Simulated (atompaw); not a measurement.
**Before and after: PAW (atompaw) potential for strontium**

* Element: Sr (Z = 38)
* Generator: atompaw 4.2.0.5
* Type: PAW
* Functional: PBE
* Relativity: scalar-relativistic
* Frozen core: [Ar] 3d10
* Valence charge: 10
* Reference configuration: 4s2 4p6 4d0 5s1.5 5p0 (charge +0.5)
* Partial waves: 4s (bound): rc 2.20 bohr; 5s (bound): rc 2.40 bohr; 4p (bound): rc 2.20 bohr; 5p (bound, empty): rc 3.00 bohr; 4d (bound, empty): rc 3.00 bohr; 4d channel at 2.25 Ry: rc 3.00 bohr
* Local potential: bessel scheme, radius 2.75 bohr
* Core correction: smooth core density matched at 1.55 bohr
* Augmentation charge: sinc compensation charge, radius 2.60 bohr; PAW radius 3.00 bohr; waves and projectors: custom polynom2 7 10 vanderbiltortho

Change: augmentation sinc compensation charge, radius 2.60 bohr; PAW radius 3.00 bohr; waves and projectors: custom polynom vanderbiltortho.

Cutoffs: the cutoffs (Ry, on a coarse ladder) from which the occupation-weighted sum of valence levels, in a spherical-Bessel basis at the reference potential, stays within 10 and 1 mRy of its value at 400 Ry; they do not see the model core or the augmentation charge, which bear on the density cutoff.

What does the change do?

The potential gets harder (15 Ry and 25 Ry → 15 Ry and 30 Ry); the range in which the s phases agree narrows (upper end at the end of the scan → 3.6); neither file shows a bound ghost.

| quantity | base | changed |
| --- | --- | --- |
| cutoff, loose | 15 Ry | 15 Ry |
| cutoff, tight | 25 Ry | 30 Ry |
| loose cutoff by channel (10 mRy a level) | s 8 Ry, p 10 Ry | s 8 Ry, p 12 Ry |
| bound ghosts | none | none |
| s: phases at 3.00 bohr within 0.05 rad from the reference energy up to (Ry; the scan ends near 5) | to the end of the scan | 3.6 |
| p: phases at 3.00 bohr within 0.05 rad from the reference energy up to (Ry; the scan ends near 5) | to the end of the scan | to the end of the scan |
| d: phases at 3.00 bohr within 0.05 rad from the reference energy up to (Ry; the scan ends near 5) | to the end of the scan | to the end of the scan |
| lowest overlap eigenvalue by channel | s 0.50, p 0.50, d 0.88 | s 0.72, p 0.59, d 0.90 |

 The cutoffs see the waves, projectors and local potential, not the compensation charge or the core.
